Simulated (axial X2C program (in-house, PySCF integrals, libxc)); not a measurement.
## Spectroscopic constants of CaBr

Calculated with an in-house all-electron X2C program for linear molecules (integrals from PySCF). Spin-free means the one-electron spin-free X2C Hamiltonian; two-component (2c) means X2C with spin–orbit coupling and atomic mean-field two-electron Coulomb and Gaunt terms, so the difference of the two also holds small scalar two-electron terms. Basis: Br dyall-cv3z [8s9p6d4f1g], Ca dyall-cv3z [11s12p6d4f] (cores contracted in-house); Gaussian nuclei, density fitting, unrestricted open shells. Masses: Br 78.918 u, Ca 39.963 u.

State, spin-free: M_S = 1/2, Λ = 0 (beyond evenly filled blocks: σα); electrons by block: σα: 14, σβ: 13, π+α: 6, π+β: 6, π-α: 6, π-β: 6, δ+α: 1, δ+β: 1, δ-α: 1, δ-β: 1. Fragments: Br + Ca.

State, 2c: Ω = 1/2 (⟨Sz⟩ = 0.50, ⟨Lz⟩ = 0.00 at PBE0); electrons by block: 1/2: 20, -1/2: 19, 3/2: 7, -3/2: 7, 5/2: 1, -5/2: 1. Fragments: Br + Ca.

| Hamiltonian | level | Re (Å) | ωe (cm⁻¹) | ωexe (cm⁻¹) | Be (cm⁻¹) | De (eV) | D0 (eV) | μ (D) |
| --- | --- | --- | --- | --- | --- | --- | --- | --- |
| spin-free | PBE0 | 2.585 | 286.6 | 0.853 | 0.09511 | 3.86 | 3.85 | 4.02 |
| spin-free | HF | 2.665 | 274.1 | 0.796 | 0.08945 | 3.27 | 3.25 | 4.31 |
| spin-free | MP2 | 2.658 | 274.7 | 0.78 | 0.08993 | 3.82 | 3.81 | n/a |
| spin-free | CCSD | 2.658 | 275.1 | 0.779 | 0.08997 | 3.47 | 3.46 | n/a |
| spin-free | CCSD(T) | 2.658 | 274.8 | 0.777 | 0.08995 | 3.55 | 3.54 | n/a |
| spin-free | PBEsol | 2.556 | 291.1 | 0.889 | 0.0973 | 4.12 | 4.10 | 3.85 |
| 2c | PBE0 | 2.586 | 286.3 | 0.853 | 0.09506 | 3.76 | 3.74 | 4.01 |
| 2c | HF | 2.666 | 273.8 | 0.795 | 0.08939 | 3.11 | 3.09 | 4.31 |
| 2c | MP2 | 2.659 | 274.5 | 0.78 | 0.08987 | 3.68 | 3.66 | n/a |
| 2c | CCSD | 2.658 | 274.9 | 0.779 | 0.08992 | 3.33 | 3.31 | n/a |
| 2c | CCSD(T) | 2.659 | 274.5 | 0.778 | 0.0899 | 3.41 | 3.39 | n/a |
| 2c | PBEsol | 2.556 | 290.8 | 0.89 | 0.09724 | 3.99 | 3.97 | 3.85 |

Correlated methods: 9 electrons correlated (number of frozen shells: Br 3 s, 2 p, 1 d; Ca 3 s, 2 p), 265 virtual spin orbitals or spinors in MP2, 82 natural virtuals in coupled cluster.

Dipoles are positive if Ca is the positive end.

The state is one determinant whose occupation by symmetry is held fixed; it was picked as the lowest of a PBE0 search that is not exhaustive. Dissociation energies refer to the lowest single-determinant-based atoms at the same level and basis. Density functionals use the spin component along the axis (collinear). CCSD and (T) use frozen natural virtuals with an MP2 correction for the truncation; (T) itself is uncorrected, so its De runs slightly low. The functionals have no current-density term, which raises determinants with orbital currents, atoms included. The outer-core s and p shells of the metal are frozen in the correlated rows, which leaves out core–valence correlation; for alkali and alkaline-earth bonds that tends to lengthen them. With the outer-core shells frozen, correlated bond lengths of heavy atoms tend to come out a few hundredths of an ångström too long.

Rough cost a point (2c) on 1 thread(s) of a shared host, integrals apart: PBE0 0.9 s, HF 0.5 s, CCSD(T) 2.4 s, PBEsol 0.5 s.

The whole task took 110 s on 1 thread of INTEL(R) XEON(R) PLATINUM 8581C CPU @ 2.30GHz (Emerald Rapids), on a shared host.
